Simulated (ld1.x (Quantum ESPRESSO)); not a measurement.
# Pseudopotential generation for silver (Ag): TM, LDA (PZ), scalar-relativistic.

Ag, norm-conserving Troullier–Martins (Kleinman–Bylander form), made with ld1.x (Quantum ESPRESSO) 7.5 (LDA (PZ), scalar-relativistic). Core [Ar] 3d10, reference 4s2 4p6 4d10 5s0 5p0 (charge +1). Waves: 4s (bound): rc 1.35 bohr; 4d (bound): rc 1.80 bohr; 4p (bound): rc 1.25 bohr. Local part: the p channel. Core correction: Bessel-smoothed model core inside 1.05 bohr.

All-electron outer shells of the reference configuration (LDA (PZ), scalar-relativistic, ld1.x):

```json
{"shell": "3d", "level (eV)": "-367.08", "outermost node (bohr)": "–", "outermost maximum (bohr)": "0.27"}
{"shell": "4s", "level (eV)": "-103.37", "outermost node (bohr)": "0.44", "outermost maximum (bohr)": "0.82"}
{"shell": "4p", "level (eV)": "-66.98", "outermost node (bohr)": "0.44", "outermost maximum (bohr)": "0.87"}
{"shell": "4d", "level (eV)": "-15.92", "outermost node (bohr)": "0.43", "outermost maximum (bohr)": "1.04"}
{"shell": "5s", "level (eV)": "-11.63", "outermost node (bohr)": "1.11", "outermost maximum (bohr)": "2.34"}
{"shell": "5p", "level (eV)": "-6.42", "outermost node (bohr)": "1.24", "outermost maximum (bohr)": "3.00"}
```

Results:

* Cutoffs needed: 100 Ry and 160 Ry (the cutoffs (Ry, on a coarse ladder) from which the occupation-weighted sum of valence levels, in a spherical-Bessel basis at the reference potential, stays within 10 and 1 mRy of its value at 400 Ry)
* Ghost test: no extra level below or beside the all-electron valence levels (s, d, p, f tested) (spherical-Bessel basis up to 400 Ry, 20 bohr box)
* Largest excitation error: +623 meV (all-electron minus pseudo) for 4s2 4p6 4d9 5s1 5p0, out of 7 test configurations

Generation and tests took about 2.5 s on one core of a shared server CPU.
